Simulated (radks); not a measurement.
Species: Mn IV. Configuration: [Ar] 3d2 4p2 (not the ground configuration). All-electron calculation, non-relativistic Kohn-Sham, PBE, spin-polarised, spherical densities, point nucleus; open shells are filled with parallel spins first. Program: a radial shooting solver on a logarithmic mesh with Libxc functionals.

Unscreened Slater integrals over Kohn-Sham orbitals (cm^-1). They are taken over the spin-up orbitals.

integral    value
F0(4p,4p)   82398
F2(4p,4p)   44285
F0(4p,3d)  104430
F2(4p,3d)   26706
G1(4p,3d)  9631.9
G3(4p,3d)  8998.7
F0(4p,3p)  105360
F2(4p,3p)   24964
G0(4p,3p)  6519.6
G2(4p,3p)  7750.1
F0(4p,3s)  105700
G1(4p,3s)  7476.9
F0(3d,3d)  216840
F2(3d,3d)  104500
F4(3d,3d)   65901
F0(3d,3p)  222660
F2(3d,3p)  108150
G1(3d,3p)  132290
G3(3d,3p)   81825
F0(3d,3s)  226080
G2(3d,3s)  101660
F0(3p,3p)  230600
F2(3p,3p)  116390
F0(3p,3s)  234050
G1(3p,3s)  155690
F0(3s,3s)  237830

Derived for the open shells (J is the average intra-shell exchange parameter used in DFT+U). 3d: Racah B = F2/49 - 5 F4/441 = 1386 cm^-1, C = 35 F4/441 = 5230 cm^-1, C/B = 3.77, F4/F2 = 0.631, J = (F2 + F4)/14 = 12170 cm^-1. 4p: J = F2/5 = 8857 cm^-1; in LS coupling 1D lies 6 F2/25 = 10630 cm^-1 above 3P.
